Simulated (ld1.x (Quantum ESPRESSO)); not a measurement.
Ge: excitation energies, all-electron against ultrasoft

- Element: Ge
- Generator: ld1.x (Quantum ESPRESSO) 7.5
- Type: ultrasoft
- Functional: PBE
- Relativity: fully relativistic
- Frozen core: [Ar] 3d10
- Valence charge: 4
- Reference configuration: 4s1.75 4p2.25
- Partial waves: 4s (bound): rcut 1.30, rcutus 1.70 bohr; 4s channel at 2.8 Ry: rcut 1.30, rcutus 1.70 bohr; 4p (bound): rcut 1.35, rcutus 1.85 bohr; 4p channel at 0.65 Ry: rcut 1.35, rcutus 1.85 bohr
- Local potential: all-electron potential smoothed inside 1.45 bohr (lloc = -1)
- Core correction: a·sin(br)/r model core inside 1.60 bohr
- Augmentation charge: built from norm-conserving waves at rcut, not smoothed further

Open shells are filled in proportion to 2j + 1 (rel_dist='average').

Energies are relative to the spin-unpolarised reference configuration 4s1.75 4p2.25; without spin polarisation the order of configurations can differ from experiment.

| valence configuration | charge | ΔE all-electron (eV) | error AE − PS (meV) |
| --- | --- | --- | --- |
| 4s2 4p2 | 0 | -1.967 | -0.6 |
| 4s2 4p1 | +1 | 5.479 | -2.4 |
| 4s0 4p4 | 0 | 14.222 | -28 |
| 4s1 4p2 | +1 | 14.192 | -21 |
| 4s2 4p1.5 | +0.5 | 0.836 | -0.1 |

Q: What are ΔE and the potential's error for 4s1 4p3?

A: ΔE = 6.002 eV all-electron; the error (AE − PS) is -5.4 meV.

Q: What are ΔE and the potential's error for 4s2 4p0?

A: ΔE = 20.921 eV all-electron; the error (AE − PS) is -37 meV.

Levels in the configuration 4s2 4p1.5:

```csv
level,all-electron (eV),pseudo (eV)
4s j=1/2,-15.597,-15.598
4p j=1/2,-7.528,-7.528
4p j=3/2,-7.313,-7.314
```
